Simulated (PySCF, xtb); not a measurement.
hydrogen bromide (BrH), SMILES Br.

Harmonic wavenumbers (cm⁻¹) from xtb with GFN2-xTB at its own minimum, in rising order: 2346.

**Question.** What does PBE0-D3(BJ)/def2-TZVPD in PySCF 2.14.0 give at its own minimum? (An estimate is asked for; the answer gives what the named calculation found.)

**Answer.** 2671. Paired by order, the mean absolute difference is 325 cm⁻¹ and the zero-point energies are 3.4 and 3.8 kcal/mol.
